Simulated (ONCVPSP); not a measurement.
# Before and after: ONCV potential for silicon (Si)

- Element: Si
- Generator: ONCVPSP 4.0.1
- Type: optimised norm-conserving Vanderbilt (ONCV)
- Functional: PW91
- Relativity: scalar-relativistic
- Frozen core: [Ne]
- Valence charge: 4
- Reference configuration: 3s2 3p2
- Partial waves: 3s: rc 1.85 bohr, ncon 4, nbas 8, qcut 3.5 1/bohr, local; 3p: rc 2.35 bohr, ncon 3, nbas 6, qcut 2.9 1/bohr, 2 projectors, debl 2.7 Ha; d scattering state at 0.13 Ha: rc 2.05 bohr, ncon 4, nbas 8, qcut 5.3 1/bohr, 2 projectors, debl 2.9 Ha
- Local potential: the s channel
- Core correction: Teter function, fcfact 4.5, rcfact 1.05

Change: reference 3s2 3p1.5.

Cutoffs: the cutoffs (Ha) at which the residual kinetic energy of the hardest occupied pseudo-wave falls to 1 and 0.1 mHa per electron; they do not see the model core or the augmentation charge, which bear on the density cutoff. Errors are all-electron minus pseudo energies relative to the spin-unpolarised reference configuration.

What does the change do?

The potential gets harder (8.9 Ha and 43 Ha → 10 Ha and 44 Ha); neither file shows a bound ghost.

| quantity | base | changed |
| --- | --- | --- |
| cutoff, loose | 8.9 Ha | 10 Ha |
| cutoff, tight | 43 Ha | 44 Ha |
| loose cutoff by channel | s 8.9 Ha, p 3.1 Ha | s 10 Ha, p 3.2 Ha |
| bound ghosts | none | none |
| GHOST(+) flags under 300 eV | none | none |
| largest error over its own tests, meV | +79 | +73 |
| s: phases at 1.88 bohr within 0.05 rad from the reference energy up to (Ha; the scan ends near 5) | 1.6 | 1.4 |
| p: phases at 2.38 bohr within 0.05 rad from the reference energy up to (Ha; the scan ends near 5) | to the end of the scan | to the end of the scan |
| d: phases at 2.08 bohr within 0.05 rad from the reference energy up to (Ha; the scan ends near 5) | to the end of the scan | to the end of the scan |
| rms error of d²Exc/dni dnj with the model core, mHa | 1.25 | 1.42 |

Base: The cutoffs count occupied waves only; projector 2 of the d channel, the hardest unoccupied one, needs 43 Ha at the loose tolerance. Changed file: The cutoffs count occupied waves only; projector 2 of the d channel, the hardest unoccupied one, needs 44 Ha at the loose tolerance.
